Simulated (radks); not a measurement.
Neutral barium, [Xe] 6s2. All-electron calculation, non-relativistic Kohn-Sham, PBE, spin-polarised, spherical densities, point nucleus. Program: a radial shooting solver on a logarithmic mesh with Libxc functionals. Every spin shell is full or empty, so the densities are truly spherical. Functionals are evaluated on that one density, not self-consistently. Rank these exchange functionals by their error against the exact value of the orbitals, and give that value: LDA, B88, revPBE, RPBE, AM05, B86b, G96, TPSS, revTPSS, SCAN, MS2.

Answer. Exact: -189.055 hartree. From best to worst, with 100 (|E| - |E exact|)/|E exact| (equal figures are ties): B86b -0.01, B88 +0.02, SCAN +0.13, RPBE -0.25, revPBE -0.30, TPSS -0.33, G96 +0.36, MS2 -0.62, revTPSS -0.94, AM05 -4.35, LDA -4.65.
